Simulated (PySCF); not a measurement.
ClH3InNO. Atoms are numbered in the order given.

```xyz
7

In     0.2430     0.1268     0.0561
Cl    -1.7382    -1.0470    -0.5260
O      0.4307     1.9812    -0.7088
H     -0.3262     2.1460    -1.3055
N      1.5061    -0.6316     1.4842
H      2.4755    -0.3251     1.3211
H      1.5066    -1.6607     1.4591
```
Charge 0, spin multiplicity 1.

Coordinates come from a PBE-D3(BJ)/def2-SVP optimisation. The def2 effective core potentials stand for the cores of In; spin–orbit coupling is left out. One conformer was computed; it need not be the lowest.

These are TDDFT-ωB97X/def2-SVPD run with PySCF values and carry that method's errors.

Vertical excitations. 

**Question.** List the lowest excited states. (An estimate is asked for; the answer gives what the named calculation found.)

**Answer.** 
```json
[
 {"state": "S1", "energy (eV)": "5.18", "λ (nm)": "239", "f": "0.062", "main pairs": "HOMO→LUMO 82 %"},
 {"state": "S2", "energy (eV)": "5.64", "λ (nm)": "220", "f": "0.020", "main pairs": "HOMO−2→LUMO 56 %, HOMO−1→LUMO 24 %"},
 {"state": "S3", "energy (eV)": "5.94", "λ (nm)": "209", "f": "0.046", "main pairs": "HOMO−1→LUMO 58 %, HOMO−2→LUMO 26 %"},
 {"state": "S4", "energy (eV)": "6.25", "λ (nm)": "198", "f": "0.063", "main pairs": "HOMO−3→LUMO 66 %, HOMO−4→LUMO 12 %"},
 {"state": "S5", "energy (eV)": "6.57", "λ (nm)": "189", "f": "0.098", "main pairs": "HOMO−4→LUMO 38 %, HOMO→LUMO+1 22 %, HOMO−2→LUMO+1 12 %, HOMO−3→LUMO 11 %"},
 {"state": "S6", "energy (eV)": "6.61", "λ (nm)": "188", "f": "0.052", "main pairs": "HOMO→LUMO+1 61 %, HOMO−4→LUMO 20 %"},
 {"state": "S7", "energy (eV)": "7.17", "λ (nm)": "173", "f": "0.013", "main pairs": "HOMO−1→LUMO+1 63 %, HOMO−2→LUMO+1 22 %"},
 {"state": "S8", "energy (eV)": "7.42", "λ (nm)": "167", "f": "0.085", "main pairs": "HOMO−3→LUMO+1 38 %, HOMO−5→LUMO 32 %, HOMO−4→LUMO+1 6 %"},
 {"state": "S9", "energy (eV)": "7.62", "λ (nm)": "163", "f": "0.120", "main pairs": "HOMO−2→LUMO+1 30 %, HOMO−1→LUMO+1 22 %, HOMO−4→LUMO+1 19 %, HOMO−5→LUMO 8 %"},
 {"state": "S10", "energy (eV)": "7.68", "λ (nm)": "161", "f": "0.025", "main pairs": "HOMO→LUMO+2 65 %"},
 {"state": "T1", "energy (eV)": "4.41", "λ (nm)": "281", "f": "0", "main pairs": "HOMO→LUMO 89 %"},
 {"state": "T2", "energy (eV)": "5.25", "λ (nm)": "236", "f": "0", "main pairs": "HOMO−2→LUMO 45 %, HOMO−1→LUMO 28 %, HOMO−3→LUMO 11 %"},
 {"state": "T3", "energy (eV)": "5.34", "λ (nm)": "232", "f": "0", "main pairs": "HOMO−1→LUMO 48 %, HOMO−2→LUMO 24 %, HOMO−4→LUMO 8 %"},
 {"state": "T4", "energy (eV)": "5.81", "λ (nm)": "213", "f": "0", "main pairs": "HOMO−3→LUMO 52 %, HOMO−4→LUMO 17 %, HOMO−2→LUMO 15 %"}
]
```
Triplets are in the Tamm–Dancoff approximation, which puts them higher than full response would, so one can lie above its singlet here.
